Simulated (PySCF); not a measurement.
Assignment exercise: C6H12O3Si

Atom-mapped SMILES (the numbers label the heavy atoms): `[CH3:1][C@H:2]([O:3][SiH3:4])[C:5](=[O:6])[O:7][CH:8]1[CH2:9][CH2:10]1`. Hydrogens are named by the atom that carries them. Ha(C9), Ha(C10) are cis to O7 on the ring; Hb(C9), Hb(C10) are trans to O7 on the ring.

[PySCF 2.14.0 with density-fitted response routines: coordinates at the GFN2-xTB level; PBE0/pcSseg-1 with gauge-including orbitals; one computed conformer; one averaged value for each set of equivalent atoms; no solvent; relativity neglected]

References, each an isolated molecule treated in the same way: 13C, 1H vs TMS.

Task: Assign these signals to the numbered atoms. 13C{1H} NMR (computed): δ 185.3, 70.8, 51.1, 23.5, 7.8, 7.0.

Result: 
| δ (ppm) | atoms | environment | reason |
| --- | --- | --- | --- |
| 185.3 | C5 | ester carbonyl carbon | it is a carbonyl in resonance with an O or N lone pair, the region of acids, esters and amides |
| 70.8 | C2 | sp3 CH bonded to O, α to a carbonyl | deshielded by the electronegative neighbour |
| 51.1 | C8 | three-membered-ring carbon | pulled downfield by the heteroatom |
| 23.5 | C1 | methyl carbon | saturated and bonded to C and H only |
| 7.8 | C10 | three-membered-ring carbon | carbons of three-membered rings are unusually shielded |
| 7.0 | C9 | three-membered-ring carbon | – |

C10 and C9 lie closer than the usual error of such a calculation, so a measured spectrum could show them in the other order.

Task: Assign these signals to the numbered atoms. 1H NMR (400 MHz, computed): δ 5.29 (m, 1H), 5.03 (s, 3H), 4.46 (q, 1H), 1.36 (d, 3H), 0.96 (m, 1H), 0.82 (m, 1H), 0.75 (m, 1H), 0.73 (m, 1H).

Result: 
| δ (ppm) | atoms | environment | reason |
| --- | --- | --- | --- |
| 5.29 | H(C8) | hydrogen on a three-membered-ring carbon | its carbon carries O, which withdraws density |
| 5.03 | H(Si4) | hydrogen on a silicon bonded to O | – |
| 4.46 | H(C2) | hydrogen on an sp3 CH bonded to O, α to a carbonyl | its carbon carries O, hence the downfield position |
| 1.36 | H(C1) | hydrogen on a methyl carbon | – |
| 0.96 | Ha(C9) | hydrogen on a three-membered-ring carbon | cyclopropane-type protons are shielded by the ring |
| 0.82 | Ha(C10) | hydrogen on a three-membered-ring carbon | – |
| 0.75 | Hb(C9) | hydrogen on a three-membered-ring carbon | – |
| 0.73 | Hb(C10) | hydrogen on a three-membered-ring carbon | – |

Ha(C10) and Hb(C9); Hb(C9) and Hb(C10) lie closer than the usual error of such a calculation, so a measured spectrum could show them in the other order.

Shifts are as computed. Against solution values, carbons near 30 ppm lie about +3 ppm off and those near 130 ppm about +5 ppm. Of 1211 compounds with measured shifts, 218 miss one by over three times the rms of a fit or turn the order of signals round; such compounds aren't used in these exercises. Multiplicities follow the n + 1 count of equivalent neighbours, as no J values were calculated; m marks all less simple cases, F and P coupling included.
